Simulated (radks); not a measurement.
The mean radii <r> (bohr) of the occupied orbitals of an atom or ion are listed with their occupations. Calculated with a radial shooting solver on a logarithmic mesh with Libxc functionals: scalar-relativistic Kohn-Sham, PBE, spin-polarised, spherical densities, finite nucleus; Fermi nuclear charge, rms radius of each element as measured or else 0.836 A^(1/3) + 0.57 fm.

| orbital | occ. | <r> |
|---|---|---|
| 1s up | 1 | 0.03428 |
| 1s down | 1 | 0.03428 |
| 2s up | 1 | 0.1496 |
| 2s down | 1 | 0.1496 |
| 2p up | 3 | 0.1304 |
| 2p down | 3 | 0.1304 |
| 3s up | 1 | 0.4154 |
| 3s down | 1 | 0.4154 |
| 3p up | 3 | 0.4164 |
| 3p down | 3 | 0.4163 |
| 3d up | 5 | 0.3991 |
| 3d down | 5 | 0.3989 |
| 4s up | 1 | 1.061 |
| 4s down | 1 | 1.054 |
| 4p up | 3 | 1.176 |
| 4p down | 3 | 1.168 |
| 4d up | 5 | 1.660 |
| 5s up | 1 | 2.990 |
| 5d up | 1 | 9.692 |

Name the element and its charge. Open shells, if any, are filled with parallel spins first.

Answer. Z = 43, technetium, charge 0: Tc in [Kr] 4d5 5s1 5d1. The 1s radius gives Z: for a bare nucleus <r> = (2 gamma + 1)/(2Z) with gamma = sqrt(1 - (Z/c)^2), 0.03371 bohr for Z = 43, and screening makes it slightly larger (0.03428 here). The occupations add up to 43, and the charge is Z minus that.
